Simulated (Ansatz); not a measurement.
Species: H₂FGe, SMILES `[F][GeH2]` (charge 0, multiplicity 2).

Question: Give a relaxed geometry from Ansatz (an electronic-structure program) with B3LYP-D3(BJ)/def2-TZVP.

Answer: the end point of this relaxation (outside a Z-matrix the atoms follow the SMILES, hydrogens last).
Z-matrix (Å, degrees):
```
Ge
F 1 1.7588
H 1 1.5545 2 104.96
H 1 1.5545 3 113.08 2 -113.84
```
